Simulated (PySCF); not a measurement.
FNa, charge -1, doublet, at the geometry of the source list (a state made from the parent by changing its charge; the spin is typed, not shown lowest) (in this run its highest filled SCF level lies above zero, so its values depend strongly on the basis, on diffuse functions most of all). Base run: PySCF with PBE/def2-SVP.

Geometry (Å):
```xyz
2

Na    -0.4682    -0.3861    -0.6325
F      0.4682     0.3861     0.6325
```
Charge -1, spin multiplicity 2.
Orbitals are unrestricted.
All else is at PySCF's defaults.
Base energy -261.81652 Eh.

Each row names what was changed in the base input (with any setting that the change needs).

```csv
change,ΔE vs base (µEh),grid points,electrons on the grid
base,0.0,32368,20.99998
"grids.atom_grid = (30, 110)",-961,4888,20.99989
grids.level = 1,-18.2,11416,21.00002
grids.prune = dft.gen_grid.sg1_prune,-503,12416,20.99914
grids.level = 2,-31.2,22920,21.00002
grids.radi_method = gauss_chebyshev,0.6,31080,20.99998
grids.level = 7,-13.4,169992,21.00000
grids.radi_method = mura_knowles,0.4,30256,20.99998
"grids.atom_grid = (150, 974)",-13.4,150280,21.00000
grids.becke_scheme = stratmann,-7.3,32368,20.99999
"grids.atom_grid = (50, 194)",-12.2,12720,21.00002
```

Open shells are given as the SCF converged; they aren't shown to be the lowest states, and a large step between rows can be another state.
